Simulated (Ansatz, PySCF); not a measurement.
The pair A = SiH4 (SMILES [SiH4]) (first 5 atoms), B = CH3NO (SMILES NC=O); geometry from B3LYP-D3(BJ)/def2-TZVP.
(charge 0, multiplicity 1):
```xyz
11

Si    -0.01404    -0.00036     0.16241
H      0.61466     1.04076     1.01291
H      0.23915     0.38959    -1.24868
H     -1.47001    -0.03709     0.39429
H      0.62066    -1.30879     0.41316
N      0.83520     0.55815     4.02699
C     -0.04483    -0.46883     4.04830
O     -0.59906    -0.92882     3.07324
H      1.05840     0.99917     3.14851
H      1.25609     0.89997     4.87238
H     -0.21578    -0.86312     5.06594
```

Rows in 6-31G* carry no dispersion term and start afresh at each structure (6-31G* with six Cartesian d functions). MP2/6-31G* freezes PySCF's default core.

Programs: Ansatz (a first-principles code); PySCF for 6-31G* rows. 

Total energies (hartree), monomers frozen at their geometry in the pair:

| structure | PBE/def2-TZVPPD | B3LYP/def2-TZVPPD | MP2/6-31G* |
|---|---|---|---|
| AB | -461.5050732 | -461.8941262 | -460.7062157 |
| A in the pair's basis | -291.7214973 | -291.9170584 | -291.3073037 |
| B in the pair's basis | -169.7810186 | -169.9757397 | -169.3978037 |
| A | -291.7214430 | -291.9169945 | -291.3067787 |
| B | -169.7809781 | -169.9757021 | -169.3940590 |

Q: Work out the interaction energy without and with the counterpoise correction, and the superposition error, for each level.

A: 
E(AB) − E(A) − E(B), times 627.509 kcal/mol, with the monomers in their own basis and then in the pair's basis:
- PBE/def2-TZVPPD: -1.66 uncorrected, -1.60 corrected; the monomers gain 0.06 kcal/mol from borrowed functions
- B3LYP/def2-TZVPPD: -0.90 uncorrected, -0.83 corrected; the monomers gain 0.06 kcal/mol from borrowed functions
- MP2/6-31G*: -3.37 uncorrected, -0.70 corrected; the monomers gain 2.68 kcal/mol from borrowed functions
